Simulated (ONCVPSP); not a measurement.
# Configuration tests for boron (B) (ONCV)

```
Element                 : boron
Generator               : ONCVPSP 4.0.1
Type                    : optimised norm-conserving Vanderbilt (ONCV)
Functional              : PBEsol
Relativity              : scalar-relativistic
Frozen core             : [He]
Valence charge          : 3
Reference configuration : 2s1 (charge +2)
Partial waves           : 2s: rc 1.00 bohr, ncon 4, nbas 8, qcut 7.9 1/bohr, 2 projectors, debl 4 Ha; p scattering state at 0.23 Ha: rc 0.85 bohr, ncon 4, nbas 8, qcut 9.3 1/bohr, 3 projectors, debl 1.7 Ha; d scattering state at 0.32 Ha: rc 0.85 bohr, ncon 5, nbas 9, qcut 9.5 1/bohr, 3 projectors, debl 4 Ha
Local potential         : polynomial inside 0.60 bohr (lpopt 5, dvloc0 -1 Ha)
Core correction         : Teter function, fcfact 5.75, rcfact 1.75
```

In the p channel the program set the typed energies aside and used 0.050, 1.750, 3.450 Ha.

Energies are relative to the spin-unpolarised reference configuration 2s1; without spin polarisation the order of configurations can differ from experiment.

```csv
valence configuration,charge,ΔE all-electron (eV),error AE − PS (meV)
2s2,+1,-25.262,-26
2s2 2p0.5,+0.5,-30.546,-44
```

What are ΔE and the potential's error for 2s1 2p1?

ΔE = -19.137 eV all-electron; the error (AE − PS) is -32 meV.

What are ΔE and the potential's error for 2s2 2p1?

ΔE = -33.401 eV all-electron; the error (AE − PS) is -53 meV.

Levels in the configuration 2s2 2p0.5:

```json
{"level": "2s", "all-electron (eV)": "-14.027", "pseudo (eV)": "-14.005"}
{"level": "2p", "all-electron (eV)": "-8.009", "pseudo (eV)": "-7.982"}
```

Note: ghosts flagged at negative energy: s at -132.2 eV, p at -728.2 eV, d at -12505.2 eV; no localised positive-energy state flagged. A true bound ghost makes a file unfit for plane-wave use.
